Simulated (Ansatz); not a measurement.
`C=C[CH2][GaH][Cl]` + H₂ → `C=CC` + `[Cl][GaH2]` at 600 K and 1 bar (hydrogenolysis of a C–Ga bond).

Program: Ansatz. Geometries: PBE0-D4/def2-TZVP. ΔE: electronic, gas phase. CCSD(T)/CBS adds triple-zeta CCSD(T) − MP2 to the extrapolated MP2 energy (def2 sets, frozen cores). This one scheme is used for every species. For Ga outer-core shells are correlated without core-valence functions, which leaves a few kJ/mol of doubt a bond. Scalar relativity is left out up to krypton. Each species was taken in one conformer, which may not be the lowest.

| species | CCSD(T)/CBS energy (Eh) | H − E (kJ/mol) | S (J/(mol·K)) |
| --- | --- | --- | --- |
| `C=C[CH2][GaH][Cl]` | -2501.51881 | 268.6 | 468.4 |
| H₂ | -1.17544 | 43.9 | 150.8 |
| `C=CC` | -117.74610 | 248.6 | 323.1 |
| `[Cl][GaH2]` | -2384.95520 | 67.6 | 305.5 |

H − E and S are ideal-gas, rigid-rotor, harmonic terms from PBE0-D4/def2-TZVP, for one conformer and one mirror image of each species. For small species the MP2-based limit differs from directly extrapolated CCSD(T) by up to some mEh (0.8 for H₂); such offsets cancel only in part. 1 Eh = 2625.50 kJ/mol, R = 8.31446 J/(mol·K).

Question: By hand: ΔE, ΔH, ΔS and ΔG.

Answer: ΔE = (-117.74610) + (-2384.95520) − (-2501.51881) − (-1.17544) = -0.00705 Eh = -18.5 kJ/mol. Δ(H − E) = 248.6 + 67.6 − 268.6 − 43.9 = 3.7, so ΔH = -14.8 kJ/mol. ΔS = 323.1 + 305.5 − 468.4 − 150.8 = 9.4 J/(mol·K). ΔG = -14.8 − 600 × (9.4)/1000 = -20.4 kJ/mol.

Question: By hand: the equilibrium constant, and the temperature at which ΔG would vanish if ΔH and ΔS stayed fixed.

Answer: log₁₀ K = −ΔG/(RT ln 10) = 1.8. ΔH and −TΔS have one sign here, so there is no such temperature.

TΔS isn't small against ΔH here. A doubt of 5 kJ/mol in ΔE shifts log₁₀ K by 0.4 here. Other conformers and mirror images would add mixing entropy, several J/(mol·K) or more a flexible species. Modes under 60 cm⁻¹, often nearly free rotors, make the harmonic entropy too high. These are equilibria of isolated gas molecules and say nothing of rates. Largest T1 diagnostic: 0.012 (customary marks: 0.02 for closed shells, 0.045 for open ones).

ΔS is within the doubt of such terms, so its sign, and with it that verdict, could turn.
